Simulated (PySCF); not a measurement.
Which determinant of CaZn lies lowest?

Unrestricted PBE0; Ca x2c-SVPall, Zn x2c-SVPall; spin-free X2C with a Gaussian nucleus (PySCF 2.14). Outer shells of the fragments: Ca 4s2; Zn 3d10 4s2.

Followed along the bond (rough minima from three points):

```csv
2Ms+1,unpaired,⟨S²⟩ at the start,R at minimum (Å),Te (eV)
1,none,0.00,3.76,0.00
3,"σ ↑, π ↑",2.00,2.83,1.39
1,"σ ↓, π ↑",1.01,2.79,1.52
3,σ ↑↑,2.01,3.11,1.56
```

Solutions found at the starting distance of 2.780 Å, counted from the lowest of them; the search is not exhaustive and high or unbound solutions are not listed, so other states can lie among these:

```json
{"2Ms+1": "1", "unpaired": "none", "term": "¹Σ⁺", "E (eV)": "0.00", "⟨S²⟩": "0.00", "⟨Lz²⟩": "0.00", "μ (D)": "1.20"}
{"2Ms+1": "3", "unpaired": "σ ↑, π ↑", "term": "³Π", "E (eV)": "0.93", "⟨S²⟩": "2.00", "⟨Lz²⟩": "1.00", "μ (D)": "-1.64"}
{"2Ms+1": "1", "unpaired": "σ ↓, π ↑", "term": "mixed", "E (eV)": "1.06", "⟨S²⟩": "1.01", "⟨Lz²⟩": "1.02", "μ (D)": "-0.98"}
{"2Ms+1": "3", "unpaired": "σ ↑↑", "term": "³Σ⁺", "E (eV)": "1.25", "⟨S²⟩": "2.01", "⟨Lz²⟩": "0.00", "μ (D)": "-3.72"}
{"2Ms+1": "3", "unpaired": "σ ↑, δ ↑", "term": "³Δ", "E (eV)": "1.89", "⟨S²⟩": "2.00", "⟨Lz²⟩": "4.00", "μ (D)": "0.74"}
{"2Ms+1": "1", "unpaired": "σ ↑, δ ↓", "term": "mixed", "E (eV)": "2.18", "⟨S²⟩": "1.00", "⟨Lz²⟩": "4.00", "μ (D)": "0.65"}
{"2Ms+1": "1", "unpaired": "π ↑↓", "term": "mixed", "E (eV)": "3.03", "⟨S²⟩": "1.01", "⟨Lz²⟩": "2.01", "μ (D)": "-6.60"}
{"2Ms+1": "1", "unpaired": "none", "term": "mixed", "E (eV)": "3.51", "⟨S²⟩": "0.00", "⟨Lz²⟩": "2.00", "μ (D)": "-5.34"}
```

A term symbol is given only where ⟨S²⟩ and ⟨Lz²⟩ are close to those of a pure state; real π, δ and φ orbitals otherwise mix terms. A positive dipole means Ca(−)Zn(+).

**Question.** Compare the gap between the two lowest followed solutions at the starting distance with the gap between their minima.

**Answer.** At PBE0 the second solution (triplet, unpaired electrons σ ↑, π ↑) lies +0.93 eV from the first (singlet, closed shell) at 2.780 Å and +1.39 eV at the minima; the two curves relax by different amounts, since their minima lie near 2.83 and 3.76 Å.

Counting both spins, an empty level lies below a filled one in some of these solutions, because spin and occupation are held.
